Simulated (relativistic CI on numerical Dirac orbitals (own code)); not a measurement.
# How well does a small relativistic CI reproduce Hg²⁺?

Calculated at this level of theory: Dirac-Coulomb-Breit CI, separate exchange-only KLI orbitals for each configuration, model QED (radiative potential, 1s self-energy scaled to tabulated hydrogen-like ionisation energies), valence Slater integrals scaled by 0.85, P86 correlation energy added to each configuration (own radial code, finite nucleus).

CI space (outside the closed core [Xe] 4f14): 5d¹⁰, 5d⁹6s, 5d⁹6p, 5d⁹5f, 5d⁹7s, 5d⁹6d, 5d⁹7p, 5d⁹8s, 5d⁹7d, 5d⁹8p, 5d⁹6f, 5d⁹5g, 5d⁹8d, 5d⁹7f. Double excitations out of closed p, d and f shells are left out; levels of such configurations are missing from the list, as are those of other unlisted configurations, and high levels can miss mixing partners.

```csv
Configuration,Term (tabulated),J,Measured (cm⁻¹),Computed,Error,Purity (%)
5d¹⁰,1S,0,0.0,0,0,100
5d⁹6s,3D,3,42850.3,46844,3994,100
5d⁹6s,3D,2,46029.5,50565,4536,65
5d⁹6s,3D,1,58405.8,61616,3210,100
5d⁹6s,1D,2,61085.7,65469,4384,65
5d⁹6p,³F° (computed),3,105627.8,109548,3920,52
5d⁹6p,³P° (computed),1,118607.4,120909,2301,73
5d⁹6p,³D° (computed),3,121602.0,124468,2866,76
5d⁹6p,¹P° (computed),1,126556.3,130013,3456,79
5d⁹6p,³P° (computed),0,130702.4,131844,1142,100
5d⁹6p,³F° (computed),3,134588.0,136221,1633,47
5d⁹6p,³D° (computed),1,134998.7,136982,1983,62
5d⁹7s,³D (computed),3,178428.2,176423,-2005,99
5d⁹7s,¹D (computed),2,179039.1,177117,-1922,56
5d⁹7s,³D (computed),1,194078.6,191366,-2713,99
5d⁹7s,³D (computed),2,194476.0,191820,-2656,56
```

Measured levels from Moore, Atomic Energy Levels, vol. III, NSRDS-NBS 35 (1971 reprint of NBS Circular 467, 1958); pairs were made by configuration, J and term (by order where the table uses no LS term), so strongly mixed levels may be paired wrongly. The analysis dates from before 1960.

Mean error by configuration (cm⁻¹): 5d⁹6s 4031; 5d⁹6p 2472; 5d⁹7s -2324. Over the excited levels the mean absolute error is 2848 cm⁻¹ (15 of the 62 excited levels that our extract of the source holds in range could be paired, and the others can miss by more), and the median relative error of those above 1,000 cm⁻¹ is 1.9 %.
